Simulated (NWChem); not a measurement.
A series in which one site is exchanged, each optimised at PBE0/def2-SVP with NWChem, gas phase unless a solvent is named. All stand in one matching conformer (torsions within 35°), which need not be the lowest. Some are not confirmed as minima by frequencies. def2 effective core potentials on Zr; no spin-orbit coupling.

A: [F][Ge]([F])([SH])[F] (GeHSF3; site = Ge)
B: [F][Zr]([F])([F])[SH] (ZrHSF3; site = Zr)
C: F[Si](S)(F)F (SiHSF3; site = Si)
D: [F][Ti]([F])([F])[SH] (TiHSF₃; site = Ti)

| quantity | A | B | C | D |
|---|---|---|---|---|
| dipole (D), PBE0/def2-SVP | 2.58 | 0.73 | (withheld) | 0.95 |
| orbital gap (eV), PBE0/def2-SVP | 7.51 | 6.29 | (withheld) | 5.19 |
| vertical ionisation energy, ΔSCF, B3LYP/def2-SVP (eV) | 11.35 | 10.48 | (withheld) | 10.62 |

Some entries are withheld; supply them.


- dipole (D), PBE0/def2-SVP, C: 1.75
- orbital gap (eV), PBE0/def2-SVP, C: 8.66
- vertical ionisation energy, ΔSCF, B3LYP/def2-SVP (eV), C: 11.16
